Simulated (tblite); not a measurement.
C₅H₁₁NO.
Geometry (GFN2-xTB, Å), atoms numbered from 1 in this order:
```
atom  x, y, z in Å
C1    -2.860    0.124    0.363
C2    -1.585   -0.360   -0.317
C3    -0.337    0.246    0.318
C4     0.938   -0.241   -0.363
C5     2.184    0.360    0.268
N6     3.337   -0.056   -0.315
O7     2.179    1.132    1.197
H8    -2.857   -0.146    1.416
H9    -3.736   -0.322   -0.104
H10   -2.944    1.206    0.288
H11   -1.617   -0.094   -1.376
H12   -1.532   -1.450   -0.252
H13   -0.294   -0.015    1.377
H14   -0.379    1.334    0.256
H15    1.008   -1.330   -0.295
H16    0.925    0.027   -1.423
H17    3.349   -0.697   -1.088
H18    4.214    0.290    0.037
```

Method: GFN2-xTB as coded in tblite; computed harmonic values from a numerical Hessian at the method's own geometry, unscaled. Against measured fundamentals such values can be off by several per cent, at times by over 20. One conformer, not necessarily the lowest.

Harmonic wavenumbers (cm⁻¹): 27.4, 70.6, 112.2, 121.7, 232.4, 266.5, 293.3, 328.7, 468.8, 496.1, 586.1, 592.3, 769.2, 826.6, 877.5, 937.2, 944.1, 1035.6, 1077.1, 1082.2, 1113.8, 1130.8, 1210.1, 1227.1, 1267.5, 1277.5, 1279.8, 1335.3, 1371.3, 1416.6, 1450.9, 1457.6, 1496.5, 1499.6, 1503.2, 1507.0, 1772.6, 2951.1, 2957.5, 2964.2, 2974.5, 2992.2, 3005.1, 3031.4, 3034.2, 3039.4, 3473.8, 3549.0.

A = 7795, B = 1070, C = 962.9 MHz; mass 101.084 u (most abundant isotopes); point group Cs, symmetry number 1.

Question: What is the zero-point energy?

Answer: Half the sum of the wavenumbers: 34218 cm⁻¹ = 409.33 kJ/mol.

Question: Give the ideal-gas entropy at 298.15 K and 1 bar in the rigid-rotor, harmonic-oscillator model (classical rotation).

Answer: Translation 166.42, rotation 117.50, vibration 110.64: S = 394.6 J/(mol K).

Question: And Cp and H(298.15 K) − H(0)?

Answer: Cp = 138.93 J/(mol K), of which vibrations give 105.67 (their classical limit is 48 R = 399.1); H(298.15 K) − H(0) = 26.31 kJ/mol without the zero-point energy, 16.40 from vibrations.

Question: Which modes carry the vibrational entropy at 298.15 K?

Answer: 27.4 cm⁻¹: 25.14; 70.6 cm⁻¹: 17.31; 112.2 cm⁻¹: 13.52; 121.7 cm⁻¹: 12.86; 232.4 cm⁻¹: 7.78; 266.5 cm⁻¹: 6.77 J/(mol K); the other 42 give 27.26 together.

Question: Blend soft modes into free rotors: weight 1/[1 + (100 cm⁻¹/ν̃)⁴] for the oscillator and the rest for a rotor with moment μB/(μ + B), μ = h/(8π²ν), B = 10⁻⁴⁴ kg m². What vibrational entropy results?

Answer: 98.49 J/(mol K) in place of 110.64, which changes −T·S at 298.15 K by +3.62 kJ/mol.

Question: How do the functions run with temperature in this model?

Answer: 
```tsv
T (K)	S (J/(mol K))	Cp (J/(mol K))	H − H(0) (kJ/mol)	G − H(0) (kJ/mol)	ln q(vib)
150	318.4	89.8	9.49	-38.28	3.29
250	371.7	121.9	20.04	-72.88	5.62
400	440.6	175.7	42.35	-133.88	8.93
600	524.0	236.8	83.92	-230.49	13.26
900	632.6	298.1	164.88	-404.46	19.48
```

q(vib) and H(0) count from the zero-point level.

Question: What must be added to the electronic energy to get the Gibbs energy at 298.15 K and 1 bar?

Answer: ZPE + [H(298.15 K) − H(0)] − T·S = 409.33 + 26.31 − 117.64 = 318.00 kJ/mol.

Hindered rotation and anharmonicity are outside this model. Other conformers, if any are populated, would add a mixing term that is left out.
